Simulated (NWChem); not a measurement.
[NH2][Al]([NH2])[NH2] (AlN3H6), optimised at PBE0/def2-SVP with NWChem:

```
Item                         Result
---------------------------  ------
highest occupied level (eV)   -6.37
orbital gap (eV)               7.09
dipole (D)                     0.00
```

All stand in one matching conformer (torsions within 35°), which need not be the lowest. One or both are not confirmed as a minimum by frequencies. def2 effective core potentials on Y; no spin-orbit coupling.

### Question
One Al atom is replaced by Y, giving [NH2][Y]([NH2])[NH2] (YN3H6), optimised at the same level. How do these values move?

### Answer
| quantity | new value | change |
|---|---|---|
| highest occupied level (eV) | -6.07 | +0.30 |
| orbital gap (eV) | 5.06 | -2.03 |
| dipole (D) | 0.00 | 0.00 |
